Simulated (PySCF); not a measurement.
Spinor energies of Sr¹⁰⁺ (strontium, charge +10)

Start: [Ar] 3d10. Calculated with PySCF 2.14 in an even-tempered Gaussian basis (18 s from 0.64 bohr⁻², ratio 2.8; 13 p from 0.83 bohr⁻², ratio 2.8; 9 d from 0.83 bohr⁻², ratio 2.8; 4 f from 5.7 bohr⁻², ratio 3): generalised Hartree-Fock with the X2C-1e Hamiltonian and a Gaussian nucleus; spin-orbit coupling (SO) screened by Boettger's factors.

| spinor shell | electrons | ε, screened SO (eV) | weight of nominal j (screened SO) | rms radius, screened SO (bohr) |
| --- | --- | --- | --- | --- |
| 1s1/2 | 2 | -16383.1 | 1.000 | 0.0451 |
| 2s1/2 | 2 | -2441.7 | 1.000 | 0.187 |
| 2p1/2 | 2 | -2232.1 | 1.000 | 0.164 |
| 2p3/2 | 4 | -2162.5 | 1.000 | 0.168 |
| 3s1/2 | 2 | -553.43 | 1.000 | 0.522 |
| 3p1/2 | 2 | -475.62 | 1.000 | 0.525 |
| 3p3/2 | 4 | -464.28 | 1.000 | 0.535 |
| 3d3/2 | 4 | -328.30 | 1.000 | 0.530 |
| 3d5/2 | 6 | -326.33 | 1.000 | 0.533 |

```
   quantity  screened SO
E (hartree)  -3146.91730
        M_J            0
       ⟨J²⟩        0.000
       ⟨L²⟩        0.004
       ⟨S²⟩        0.004
```

Breit and QED terms are absent; they matter most for the inner s and p1/2 levels.

Densities and radii are taken from the X2C orbitals without a picture-change correction, which distorts them close to the nucleus.
